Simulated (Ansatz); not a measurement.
Consider the isomerisation: `BNCC` → `CB(C)N`.

Gas-phase electronic energies from Ansatz, PBE0-D4/def2-TZVP geometries. CBS: MP2 limit from def2 TZ/QZ plus the TZ coupled-cluster correction, frozen cores. DFT in def2-TZVPP. B3LYP here is the variant with VWN-RPA as its local correlation; programs differ in this. Each species was taken in one conformer, which may not be the lowest.

(1) Is it downhill or uphill in electronic energy at CCSD(T)/CBS, and by how much? (Best estimate.)

(2) What do these levels give: revPBE-D4, B97M-V, B3LYP-D4, r2SCANh-D4, B2PLYP, PBE-QIDH, revPBE, BLYP, PBE0, HF/def2-TZVPP, MP2/def2-TZVPP, HF/CBS(def2)? (Estimate.)

Largest T1 diagnostic among the species: 0.012.

Answers

(1) The calculation gave: Downhill: ΔE = -109.7 kJ/mol.

(2) The calculation gave: revPBE-D4 -108.2, B97M-V -121.8, B3LYP-D4 -107.9, r2SCANh-D4 -116.5, B2PLYP -108.3, PBE-QIDH -112.1, revPBE -110.0, BLYP -105.6, PBE0 -112.1, HF/def2-TZVPP -101.8, MP2/def2-TZVPP -111.1, HF/CBS(def2) -101.4 kJ/mol.

At CCSD(T), def2-SVP lies +16.5 kJ/mol from the extrapolated value and def2-TZVPP +2.4 kJ/mol. In def2-TZVPP, CCSD(T) changes the Hartree–Fock value by −5.5 kJ/mol (the triples alone add +0.3 kJ/mol) and MP2 by −9.3 kJ/mol.
